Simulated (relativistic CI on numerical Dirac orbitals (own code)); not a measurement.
# Sensitivity of the levels of Bi LXX to α and to the nuclear radius

Computed by Dirac-Coulomb-Breit CI, orbitals from a KLI potential per configuration, derivatives by finite differences, unscaled Slater integrals, QED left out (own radial code, finite nucleus).

Configurations in the expansion (outside the closed core [Ne]): 3s2.3p2, 3s2.3p.3d, 3s.3p3, 3s2.3d2, 3p4, 3s.3p2.3d, 3p2.3d2, 3s.3p.3d2. Levels of other configurations are missing.

With x = (α/α₀)² − 1 an excitation energy changes as ω = ω₀ + qx; K = 2q/ω₀ is the relative enhancement. Terms are leading LS components, so labels can repeat. The field-shift factor is F = δν/δ⟨r²⟩ for the transition from the lowest level.

Lowest level 3s2.3p2 3P_0.

```
          Level  ω₀ (cm⁻¹)   q (cm⁻¹)     K  F (GHz/fm²)
   3s2.3p2 3P_1    4939386  6.551e+06  2.65        -1660
   3s2.3p2 1D_2    5025608  6.544e+06   2.6        -1670
   3s.3p3 3P°_2    6652006  7.091e+06  2.13       -19000
   3s.3p3 3D°_1    6896176  6.997e+06  2.03       -15100
3s2.3p.3d 3F°_2    7016661  6.672e+06   1.9        -1760
3s2.3p.3d 3D°_1    7474538  6.867e+06  1.84        -6040
3s2.3p.3d 3P°_2    8317752   7.86e+06  1.89        -1860
3s2.3p.3d 3F°_3    8333948  7.871e+06  1.89        -1560
 3s.3p2.3d 3D_1    8759441  7.242e+06  1.65       -19400
 3s.3p2.3d 3D_2    8830899  7.256e+06  1.64       -19400
 3s.3p2.3d 3D_3   10018532  8.423e+06  1.68       -19400
   3s2.3p2 3P_2   10035233   1.31e+07  2.61        -3570
 3s.3p2.3d 3F_2   10152649  8.469e+06  1.67       -19400
```

At this charge energies of transitions that change n are usually good to better than 1 %, and those within a shell (Δn = 0) to a few per cent.
